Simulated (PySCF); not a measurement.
# Computed records: GeH4N, BGeH5NO, BGe2H8N

All values are calculated (PySCF 2.14.0). Calculation on a computer-drawn molecule: the log of a Hartree-Fock and frozen-core CCSD(T) single point meant for a local Hartree-Fock minimum, with one planted fault or none, to be diagnosed. Offsets are logged minus clean, where the clean run is the same molecule without the fault. The reference is restricted for singlets and unrestricted otherwise, and also for a bond in bohr or an excited solution. Adding or removing an electron swaps singlet and doublet. The excited solution moves the top pair (singlet) or top alpha electron (doublet) to the lowest empty orbital. Highest occupied and lowest empty are orbital energies over both spins, largest force is the largest gradient component, triples share is (T) over the correlation energy, the T1 limit is 0.02 restricted and 0.045 unrestricted, electrons count all cores, a negative frequency is imaginary (commonest isotopes), and the dipole is about the centre of nuclear charge; on germanium a core potential holds 10 electrons, which the energies leave out, and 3d is frozen in MP2 and coupled-cluster steps.

Common to all runs: meant multiplicity 1; meant basis cc-pVDZ; meant basis and core potential on germanium cc-pVDZ-PP ECP10MDF; logged SCF converged yes; logged CC converged yes; logged SCF stable within its kind yes; possible faults no fault, one electron removed, one electron added, multiplicity raised by two, geometry at a saddle point, SCF held on an excited solution, minimal basis STO-3G, one bond length entered in bohr, all coordinates scaled.

(1) GeH4N

Logged structure:
```xyz
6
GeH4N
N      0.8637    -0.6379     3.0296
Ge    -0.6108    -0.4490     2.1542
H      1.2665     0.0896     3.5963
H      1.4044    -1.4864     3.0242
H     -1.3109     0.8774     2.2576
H     -1.0923    -1.6239     1.3493
```

* meant charge: 1
* logged electrons: 43
* logged basis functions: 57
* logged spin squared: 0.767
* logged highest occupied: -5.9352 eV
* logged lowest empty: 2.972 eV
* logged largest force: 0.05463 hartree/bohr
* logged T1 diagnostic: 0.013923
* logged D1 diagnostic: 0.053741
* logged triples share: 0.022899
* logged dipole magnitude: 1.2021 debye
* logged energy HF: -350.09157 hartree
* logged energy CCSD(T): -350.38902 hartree
* planted fault: one electron added
* HF energy offset from clean run: -122.9 kcal/mol
* CCSD(T) energy offset from clean run: -127 kcal/mol

Drawn bonds:
```
atom  other atom  order
   1           2      1
   1           3      1
   1           4      1
   2           5      1
   2           6      1
```

(2) BGeH5NO

Logged structure:
```xyz
9
BGeH5NO
N      1.6033     0.2864     0.9978
Ge     0.8852     1.2100     2.5069
B     -0.7387     2.4904     1.4823
O     -1.6636     3.2209     0.9014
H      1.4477    -0.7660     0.9580
H      2.6060     0.5167     0.7240
H      0.0289     0.3096     3.5206
H      1.8446     2.3200     3.1544
H     -2.0541     3.4055    -0.0112
```

- meant charge: 1
- logged electrons: 56
- logged basis functions: 90
- logged spin squared: 0
- logged highest occupied: -15.275 eV
- logged lowest empty: -3.1901 eV
- logged largest force: 0.04666 hartree/bohr
- logged T1 diagnostic: 0.018247
- logged D1 diagnostic: 0.049744
- logged triples share: 0.028972
- logged dipole magnitude: 4.0733 debye
- logged energy HF: -450.05035 hartree
- logged energy CCSD(T): -450.62642 hartree
- planted fault: all coordinates scaled, by +5.9 %
- HF energy offset from clean run: 17.61 kcal/mol
- CCSD(T) energy offset from clean run: 9.528 kcal/mol

Drawn bonds:
```
atom  other atom  order
   1           2      1
   2           3      1
   3           4      1
   1           5      1
   1           6      1
   2           7      1
   2           8      1
   4           9      1
```

(3) BGe2H8N

Logged structure:
```xyz
12
BGe2H8N
N     -0.3090    -1.4619     0.1821
Ge    -0.2450    -0.3095     1.6298
B      0.9787     1.3167     1.1838
Ge     1.7004     1.7322    -0.7328
H     -0.7142    -1.0581    -0.6458
H     -0.7955    -2.3234     0.3652
H     -1.6402     0.2058     2.0524
H      0.3147    -1.1361     2.7960
H      1.3096     2.0344     2.0866
H      3.0160     0.9621    -0.9251
H      0.7293     1.2830    -1.8344
H      1.9890     3.2253    -0.9449
```

* meant charge: 0
* logged electrons: 83
* logged basis functions: 114
* logged spin squared: 0.7644
* logged highest occupied: -14.636 eV
* logged lowest empty: -6.0203 eV
* logged largest force: 0.072921 hartree/bohr
* logged T1 diagnostic: 0.04356
* logged D1 diagnostic: 0.28292
* logged triples share: 0.026754
* logged dipole magnitude: 7.7406 debye
* logged energy HF: -670.21302 hartree
* logged energy CCSD(T): -670.70796 hartree
* planted fault: withheld

Drawn bonds:
```
atom  other atom  order
   1           2      1
   2           3      1
   3           4      1
   1           5      1
   1           6      1
   2           7      1
   2           8      1
   3           9      1
   4          10      1
   4          11      1
   4          12      1
```

**Q.** Which fault was planted in the run of BGe2H8N (entry 3)?
**A.** one electron removed

Further results for BGe2H8N (entry 3):

* HF energy offset from clean run: 187.5 kcal/mol
* CCSD(T) energy offset from clean run: 210.4 kcal/mol
